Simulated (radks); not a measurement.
Values are calculated unless marked as measured or tabulated.
Task: These are the eigenvalues of the occupied orbitals of an atom or ion with whole-number occupations (eV). Level of theory: Dirac Kohn-Sham, BLYP, spin-unpolarised, spherical densities, finite nucleus; Fermi nuclear charge, rms radius of each element as measured or else 0.836 A^(1/3) + 0.57 fm (a radial shooting solver on a logarithmic mesh with Libxc functionals).

orbital  eigenvalue
1s1/2     -63176.96
2s1/2     -10770.18
2p1/2     -10283.20
2p3/2     -9165.346
3s1/2     -2460.799
3p1/2     -2244.918
3p3/2     -2006.503
3d3/2     -1639.261
3d5/2     -1587.199
4s1/2     -510.7855
4p1/2     -422.8308
4p3/2     -368.5614
4d3/2     -223.7992
4d5/2     -213.8953
5s1/2      -87.3645
5p1/2      -62.8511
5p3/2      -55.7708
4f5/2      -36.8338
4f7/2      -35.3048

Which element is it, and in what charge state? The configuration may be excited. Open shells, if any, are shared by 2j + 1.

Result: Z = 71, lutetium, charge +3: Lu3+ in [Xe] 4f14. The list shows which subshells hold electrons but not how many an open one holds; the 1s level, -2321.7 hartree, gives Z - s = 68.1 by -(Z - s)^2/2, which with screening and relativity narrows Z to a few neighbours, and the depths of the outer levels then fix element, charge and occupations together.
